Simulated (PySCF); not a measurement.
`CC(C)C[P@](C)(=[Se])CCC#N`, C₈H₁₆NPSe

Cartesian coordinates in Å; atom numbers follow the order of the lines, from 1:
```xyz
27

C    -2.3219    1.5234   -0.3020
C    -1.9677    0.1187    0.1737
C    -3.0591   -0.8746   -0.2152
C    -0.6128   -0.3172   -0.4031
P     0.7618   -0.0046    0.7903
C     0.6943   -1.4317    1.9366
Se    0.7788    1.8362    1.7921
C     2.2995   -0.3226   -0.1943
C     2.7020    0.9344   -0.9659
C     3.9232    0.7074   -1.6932
N     4.8879    0.4910   -2.2665
H    -2.4440    1.5393   -1.3837
H    -3.2513    1.8543    0.1539
H    -1.5398    2.2266   -0.0263
H    -1.8906    0.1418    1.2693
H    -2.8375   -1.8699    0.1656
H    -4.0155   -0.5592    0.1938
H    -3.1517   -0.9304   -1.2982
H    -0.6022   -1.3890   -0.6217
H    -0.4023    0.2205   -1.3311
H     0.8445   -2.3722    1.4105
H    -0.2748   -1.4326    2.4340
H     1.4691   -1.2953    2.6898
H     3.0892   -0.5942    0.5130
H     2.1315   -1.1649   -0.8711
H     2.8498    1.7639   -0.2650
H     1.9195    1.2271   -1.6733
```

Method used: GIAO B97-D/6-31G* magnetisability, rotational g tensor and spin-rotation constants, non-relativistic, gas phase in PySCF 2.14.0. Geometry: GFN2-xTB.

The calculation is non-relativistic, which matters for the atoms heavier than Zn.

Q: What are the magnetisability and the molar susceptibility?

A: Isotropic -2397 × 10⁻³⁰ J/T², or -144.3 × 10⁻⁶ cm³/mol; principal values -2460, -2389, -2341 × 10⁻³⁰ J/T², anisotropy 104 × 10⁻³⁰ J/T² (root of half the summed squared differences of the principal values). The susceptibility is in cgs units.

Q: Split it along the inertial axes a, b, c into diamagnetic and paramagnetic parts about the centre of mass, with the quadrupole moment.

A: 
| axis | χ (10⁻⁶ cm³/mol) | diamagnetic (10⁻⁶ cm³/mol) | paramagnetic (10⁻⁶ cm³/mol) | summed x² of all electrons (Å²) | quadrupole Θ (D Å) |
| --- | --- | --- | --- | --- | --- |
| a | -147.6 | -1605.3 | 1457.7 | 569.9 | -24.06 |
| b | -141.4 | -3008.4 | 2867.0 | 239.2 | +4.77 |
| c | -144.0 | -3432.7 | 3288.7 | 139.2 | +19.30 |

Anisotropies 2χaa − χbb − χcc = -9.8 and 2χbb − χaa − χcc = +8.7 × 10⁻⁶ cm³/mol. Θ is traceless in Buckingham's convention.

Q: And the rotational g tensor?

A: 
```
axis  rotational constant (GHz)        g  nuclear part  electronic part
   a                     0.7950  -0.0027        0.5417          -0.5444
   b                     0.4209  -0.0060        0.5609          -0.5669
   c                     0.3510  -0.0060        0.5362          -0.5422
```
Asymmetric top; isotopes 12C, 1H, 14N, 31P, 80Se; no vibrational averaging.
